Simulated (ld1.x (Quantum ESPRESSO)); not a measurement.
## What one change does to a pseudopotential (F, TM)

F, norm-conserving Troullier–Martins (Kleinman–Bylander form), made with ld1.x (Quantum ESPRESSO) 7.5 (PBE, scalar-relativistic). Core [He], reference 2s2 2p3 (charge +2). Waves: 2s (bound): rc 0.70 bohr; 2p (bound): rc 0.85 bohr; 3d channel at 0.3 Ry: rc 0.90 bohr. Local part: all-electron potential smoothed inside 0.65 bohr (lloc = -2). Core correction: a·sin(br)/r model core inside 0.55 bohr.

All-electron outer shells of the reference configuration (PBE, scalar-relativistic, ld1.x):

| shell | level (eV) | outermost node (bohr) | outermost maximum (bohr) |
| --- | --- | --- | --- |
| 2s | -67.99 | 0.24 | 0.73 |
| 2p | -49.00 | – | 0.66 |

Change: all radii but the core radius scaled by about 1.35 (s 0.94, p 1.14, d 1.22 bohr); local potential all-electron potential smoothed inside 0.88 bohr (lloc = -2).

Cutoffs: the cutoffs (Ry, on a coarse ladder) from which the occupation-weighted sum of valence levels, in a spherical-Bessel basis at the reference potential, stays within 10 and 1 mRy of its value at 400 Ry; they do not see the model core or the augmentation charge, which bear on the density cutoff. Errors are all-electron minus pseudo energies relative to the spin-unpolarised reference configuration.

**Question.** What does the change do?

**Answer.** The potential gets softer (180 Ry and 300 Ry → 110 Ry and 180 Ry); of the 7 tests that both files solve, the error grows in 7 and shrinks in 0 by more than 15 % and 0.3 meV (median size 20.3 → 59.9 meV); neither file shows a bound ghost. A larger radius leaves more room for a smooth pseudo-wave, so fewer plane waves are needed. More of the atom is replaced by a form fitted at one configuration, so other configurations suffer.

```tsv
quantity	base	changed
cutoff, loose	180 Ry	110 Ry
cutoff, tight	300 Ry	180 Ry
loose cutoff by channel (10 mRy a level)	s 90 Ry, p 140 Ry	s 70 Ry, p 90 Ry
bound ghosts	none	none
error for 2s2 2p5, meV [ΔE -57.78 eV]	+19	+58
error for 2s2 2p4, meV [ΔE -38.38 eV]	+11	+30
error for 2s2 2p2, meV [ΔE 60.64 eV]	+26	+83
error for 2s2 2p1, meV [ΔE 146.44 eV]	+196	+537
error for 2s2 2p5.3, meV [ΔE -60.44 eV]	+20	+60
error for 2s1 2p6, meV [ΔE -38.96 eV]	+50	+199
error for 2s2 2p4.5, meV [ΔE -50.23 eV]	+16	+47
```
